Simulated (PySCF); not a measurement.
# Dipole response of Pd⁺ (palladium, charge +1)

[Kr] 4d9, 2D determinant. All numbers are calculated (PySCF 2.14, scalar relativity through the core potential, in aug-cc-pwCVTZ-PP with ECP28MDF). Coupled (time-dependent) response in atomic units; α is the mean over directions.

| method | mean α (bohr³) | α xx, yy, zz | C₆ (like pair) | S(−4) |
| --- | --- | --- | --- | --- |
| PBE0 | 11.26 | 10.98, 10.98, 11.81 | 68.47 | 47.23 |

S(−4) is the Cauchy moment in α(ω) = α(0) + S(−4) ω² + …

Spin-orbit coupling is absent.

α(iu) at PBE0:

```
u (hartree)  α(iu) (bohr³)
          0          11.26
     0.0500          11.14
      0.100          10.82
      0.200          9.809
      0.300          8.701
      0.500          6.891
      0.750          5.337
       1.00          4.245
       1.50          2.839
       2.00          2.014
       3.00          1.148
       5.00         0.5045
```

For an ion, C₆ is the dispersion term alone; charge-induced terms of lower order in 1/R come first.

The components differ because the open shell of this determinant is not spherical; for a pure term their mean is the scalar polarisability.

Energies and moments cover only the electrons outside the core potential.
